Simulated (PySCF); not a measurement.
(S)-bromo-chloro-fluoromethane (CHBrClF), SMILES Br[C@H](Cl)F. Heavy atoms are numbered as in [C@H:1]([F:2])([Cl:3])[Br:4]. Hydrogens are named by the atom that carries them.

Geometry: PBE0-D3(BJ)/def2-SVP.

These are PBE/def2-TZVPD (PySCF) values and carry that method's errors.

Mulliken values depend strongly on the basis, most of all with diffuse functions as here. Atomic charges (e), one atom of each kind:

| atom | Mulliken | meta-Löwdin |
|---|---|---|
| C1 (CH) | 0.33 | ___ |
| F2 | -0.15 | ___ |
| Cl3 | -0.15 | -0.04 |
| Br4 | -0.17 | -0.04 |
| H on C1 | 0.14 | ___ |

**Question.** What belongs in the gaps? (The exact figures need the calculation; the answer reports its results.)

**Answer.** 
- C1 (CH), meta-Löwdin: 0.16
- F2, meta-Löwdin: -0.22
- H on C1, meta-Löwdin: 0.15
